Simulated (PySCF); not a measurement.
Worked example: dipole moment from atomic charges

C₄H₂BrF, SMILES C#C/C(F)=C\Br. Atoms are numbered in the order given.

```xyz
8

C     -1.9731     2.0595     0.0000
C     -0.8183     1.6887     0.0000
C      0.5387     1.2652     0.0000
F      1.4440     2.2608     0.0000
C      0.9927     0.0000     0.0000
Br    -0.1286    -1.5031     0.0000
H     -2.9973     2.3832     0.0000
H      2.0640    -0.2039     0.0000
```

The structure is a stationary point at B3LYP-D3(BJ)/def2-SVP. The structure was generated by enumeration; whether it is a known compound was not checked.

Charges (e) from PBE/def2-TZVP (PySCF):

| atom | ESP fit | Mulliken |
|---|---|---|
| C1 | -0.370 | -0.107 |
| C2 | -0.031 | 0.008 |
| C3 | 0.433 | 0.085 |
| F4 | -0.176 | -0.143 |
| C5 | -0.450 | -0.168 |
| Br6 | 0.030 | -0.005 |
| H7 | 0.310 | 0.176 |
| H8 | 0.254 | 0.154 |

The dipole moment of the full density is 0.69 D.

Problem. What dipole moment does each set of point charges give, and which comes closer to that of the density?

Solution. 
μ = Σ q r, and 1 e Å = 4.8032 D.
ESP fit: Σ q r = (-0.121, -0.023, 0.000) e Å, |μ| = 0.59 D.
Mulliken: Σ q r = (-0.332, -0.027, 0.000) e Å, |μ| = 1.60 D.
ESP fit comes closer in size. Point charges leave out the atoms' own dipoles (lone pairs, polarised bonds); fits to the potential absorb them, partitions of the density don't.
